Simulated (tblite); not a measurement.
C6H11O2 (doublet state).
Geometry (GFN2-xTB, Å), atoms numbered from 1 in this order:
```xyz
19
C6H11O2 angstrom
C      3.416   -0.189   -0.495
C      2.091   -0.709   -0.569
O      1.688   -1.489   -1.414
O      1.321   -0.233    0.440
C     -0.033   -0.656    0.498
C     -0.992    0.500    0.186
C     -0.898    0.892   -1.285
C     -2.416    0.090    0.550
H      3.681    0.498    0.286
H      4.144   -0.495   -1.223
H     -0.199   -1.016    1.519
H     -0.182   -1.477   -0.211
H     -0.693    1.355    0.802
H     -1.554    1.734   -1.495
H      0.119    1.178   -1.545
H     -1.191    0.058   -1.918
H     -2.495   -0.133    1.611
H     -3.109    0.894    0.314
H     -2.709   -0.793   -0.013
```

Calculated harmonic vibrations of the isolated species, GFN2-xTB (tblite), most abundant isotopes, no scaling. The method is semi-empirical: single wavenumbers can be off by several per cent or more. One conformer, not necessarily the lowest. Open shells enter through the occupations alone, without spin polarisation, and single modes of such species can be off by tens of per cent.

Harmonic wavenumbers (cm⁻¹): 39.5, 47.6, 90.7, 197.7, 224.9, 237.1, 305.7, 310.4, 342.8, 391.0, 428.7, 483.0, 565.5, 635.3, 725.9, 851.4, 878.4, 923.8, 950.1, 974.5, 989.2, 998.3, 1068.1, 1154.2, 1165.5, 1170.5, 1184.5, 1245.7, 1290.1, 1329.9, 1335.9, 1353.1, 1408.4, 1420.3, 1435.3, 1492.6, 1495.0, 1501.8, 1506.8, 1627.2, 2935.3, 2940.1, 2947.7, 3032.5, 3034.8, 3037.4, 3039.3, 3043.3, 3045.9, 3127.5, 3189.8.

A = 4447, B = 1092, C = 1049 MHz; mass 115.076 u (most abundant isotopes); point group C1, symmetry number 1; spin multiplicity 2.

Task: Zero-point energy?

Result: Half the sum of the wavenumbers: 34575 cm⁻¹ = 413.61 kJ/mol.

Task: Entropy at 273.15 K, 1 bar (ideal gas, RRHO, classical rotation)?

Result: Translation 166.22, rotation 118.30, vibration 110.24, spin (R ln 2) 5.76: S = 400.5 J/(mol K).

Task: And Cp and H(273.15 K) − H(0)?

Result: Cp = 144.72 J/(mol K), of which vibrations give 111.46 (their classical limit is 51 R = 424.0); H(273.15 K) − H(0) = 24.62 kJ/mol without the zero-point energy, 15.54 from vibrations.

Task: Which modes carry the vibrational entropy at 273.15 K?

Result: 39.5 cm⁻¹: 21.38; 47.6 cm⁻¹: 19.84; 90.7 cm⁻¹: 14.53; 197.7 cm⁻¹: 8.34; 224.9 cm⁻¹: 7.38; 237.1 cm⁻¹: 6.99 J/(mol K); the other 45 give 31.78 together.

Task: What must be added to the electronic energy to get the Gibbs energy at 273.15 K and 1 bar?

Result: ZPE + [H(273.15 K) − H(0)] − T·S = 413.61 + 24.62 − 109.40 = 328.83 kJ/mol.

Task: How do the functions run with temperature in this model?

Result: 
```csv
T (K),S (J/(mol K)),Cp (J/(mol K)),H − H(0) (kJ/mol),G − H(0) (kJ/mol),ln q(vib)
100,294.8,75.9,5.43,-24.05,2.03
200,360.1,116.2,15.09,-56.94,4.57
300,414.6,155.5,28.66,-95.72,7.09
500,512.1,230.0,67.49,-188.59,12.03
800,638.0,305.0,148.71,-361.70,19.17
1000,709.8,338.2,213.19,-496.63,23.63
```

q(vib) and H(0) count from the zero-point level.

Hindered rotation and anharmonicity are outside this model. Other conformers, if any are populated, would add a mixing term that is left out. The structure is chiral; the term R ln 2 for an equal mix with its mirror image is left out.
